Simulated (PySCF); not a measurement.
H7N4Ta, SMILES [NH2][Ta](=[NH])([NH2])[NH2], multiplicity 1.

The structure is a stationary point at PBE-D3(BJ)/def2-SVP. The spin state was assumed, not searched. The def2 effective core potentials stand for the cores of Ta; spin–orbit coupling is left out. The values are those of a single conformer.

The numbers are results of PBE-D3(BJ)/def2-SVP (PySCF 2.14.0), not measurements.

Frequencies are harmonic and unscaled.

Modes within 1.5 cm⁻¹ of each other (mostly degenerate sets) share a row, with their intensities summed.

Computed normal modes with their intensities:
| mode | ν (cm⁻¹) | IR (km/mol) | moving atoms (share of kinetic energy) |
|---|---|---|---|
| 1–2 | 146 | 2.1 | N 65 %, H 34 % |
| 3 | 169 | 3.3 | N 60 %, H 26 %, Ta 13 % |
| 4–5 | 179 | 4.4 | N 62 %, H 28 %, Ta 10 % |
| 6–7 | 280 | 3.2 | H 81 %, N 18 % |
| 8 | 299 | 24.6 | H 99 % |
| 9 | 445 | 53.5 | H 82 %, N 18 % |
| 10–11 | 457 | 319.4 | H 79 %, N 21 % |
| 12–13 | 517 | 257.2 | H 84 %, N 15 % |
| 14–15 | 552 | 3.5 | H 76 %, N 23 % |
| 16 | 561 | 12.3 | H 78 %, N 21 % |
| 17–18 | 640 | 252.7 | N 69 %, H 19 %, Ta 13 % |
| 19 | 642 | 34.7 | N 82 %, H 14 % |
| 20 | 948 | 107.2 | N 84 %, Ta 8 % |
| 21–22 | 1464 | 72.2 | H 90 %, N 10 % |
| 23 | 1467 | 4.4 | H 90 %, N 10 % |
| 24–25 | 3463 | 123.5 | H 96 % |
| 26 | 3466 | 10.3 | H 96 % |
| 27–29 | 3557 | 67.3 | H 92 %, N 8 % |
| 30 | 3588 | 102.0 | H 92 % |
